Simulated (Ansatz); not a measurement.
Gas-phase electronic energies from Ansatz, PBE0-D4/def2-TZVP geometries. CBS: MP2 limit from def2 TZ/QZ plus the TZ coupled-cluster correction, frozen cores. Functionals use def2-TZVPP. B3LYP here is the variant with VWN-RPA as its local correlation; programs differ in this. For Ge outer-core shells are correlated without core-valence functions, which leaves a few kJ/mol of doubt a bond. Scalar relativity is left out up to krypton.

Reaction (isomerisation): `C[C](=O)[GeH3]` → `[GeH3][CH]1CO1`

`C[C](=O)[GeH3]`:

Cartesian coordinates in Å:
```
C 0.891 0.993 -0.688
C 0.675 -0.380 -0.119
O 1.523 -1.232 -0.138
Ge -1.126 -0.780 0.703
H 0.734 1.743 0.092
H 0.148 1.188 -1.467
H 1.897 1.083 -1.099
H -1.108 -2.218 1.228
H -2.228 -0.606 -0.358
H -1.405 0.210 1.848
```

`[GeH3][CH]1CO1`:

Cartesian coordinates in Å:
```
Ge -0.457 -0.387 -1.348
C -0.296 -0.222 0.593
C 0.798 0.535 1.205
O -0.499 1.087 1.128
H 0.106 -1.745 -1.801
H -1.933 -0.290 -1.762
H 0.344 0.755 -1.992
H -0.739 -1.012 1.199
H 1.546 1.009 0.573
H 1.131 0.271 2.206
```

```json
{"level": "B3LYP-D4", "ΔE (kJ/mol)": "117.8"}
{"level": "MP2/def2-QZVPP", "ΔE (kJ/mol)": "99.0"}
```

Question: What does CCSD(T)/CBS give? (Estimate.)

Answer: The calculation gave: +105.3 kJ/mol. The listed levels differ from it by 12.5, -6.3 kJ/mol.

Largest T1 diagnostic among the species: 0.014.

From PBE to PBE0 (25 % exact exchange), in def2-TZVPP and without D4, ΔE moves by −6.2 kJ/mol. In def2-TZVPP, CCSD(T) changes the Hartree–Fock value by −16.1 kJ/mol (the triples alone add +0.5 kJ/mol) and MP2 by −22.6 kJ/mol.

CCSD(T)/CBS has its own doubt, a few kJ/mol and more with outer-core shells, so smaller differences from it don't rank the levels.
